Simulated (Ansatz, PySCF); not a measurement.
C₃HBrClF, SMILES FC(Cl)=C=CBr. Atoms are numbered in the order given.

```xyz
7

F     -2.3577    -1.4304     0.4479
C     -1.6882    -0.5182    -0.2458
Cl    -2.7230     0.7036    -0.8876
C     -0.3907    -0.5524    -0.4345
C      0.9017    -0.5481    -0.6119
Br     2.1183     0.3211     0.5698
H      1.4170    -1.0377    -1.4451
```
Charge 0, spin multiplicity 1.

Geometry: r2SCAN-D4/def2-SVP.

Two levels are set side by side: PBE-D3(BJ)/def2-SVP (Ansatz, a first-principles code) and r2SCAN-D4/def2-SVP (Ansatz). Each level has its own optimised geometry; the coordinates shown are those of the second. Frequencies come from the Hessian of PySCF at each geometry. Differences are taken from unrounded values.

```json
[
 {"quantity": "mean bond length (Å)", "r2SCAN-D4": "1.445"},
 {"quantity": "bond F1–C2 (Å)", "r2SCAN-D4": "1.327"},
 {"quantity": "bond C2–Cl3 (Å)", "r2SCAN-D4": "1.725"},
 {"quantity": "bond C2–C4 (Å)", "r2SCAN-D4": "1.312"},
 {"quantity": "bond C4–C5 (Å)", "r2SCAN-D4": "1.305"},
 {"quantity": "bond C5–Br6 (Å)", "r2SCAN-D4": "1.906"},
 {"quantity": "bond C5–H7 (Å)", "r2SCAN-D4": "1.095"},
 {"quantity": "highest harmonic wavenumber (cm⁻¹)", "r2SCAN-D4": "3187"},
 {"quantity": "mean harmonic wavenumber (cm⁻¹)", "r2SCAN-D4": "882"},
 {"quantity": "zero-point energy (kcal/mol)", "r2SCAN-D4": "18.92"}
]
```

**Question.** What does PBE-D3(BJ) give, and how far is it from r2SCAN-D4? (Estimate from the structure and the level; the computed values follow.)

**Answer.** 
| quantity | PBE-D3(BJ) | PBE-D3(BJ) minus r2SCAN-D4 |
|---|---|---|
| mean bond length (Å) | 1.452 | 0.007 |
| bond F1–C2 (Å) | 1.335 | 0.008 |
| bond C2–Cl3 (Å) | 1.733 | 0.008 |
| bond C2–C4 (Å) | 1.319 | 0.007 |
| bond C4–C5 (Å) | 1.311 | 0.007 |
| bond C5–Br6 (Å) | 1.913 | 0.007 |
| bond C5–H7 (Å) | 1.102 | 0.007 |
| highest harmonic wavenumber (cm⁻¹) | 3114 | -73 |
| mean harmonic wavenumber (cm⁻¹) | 860 | -22 |
| zero-point energy (kcal/mol) | 18.44 | -0.47 |
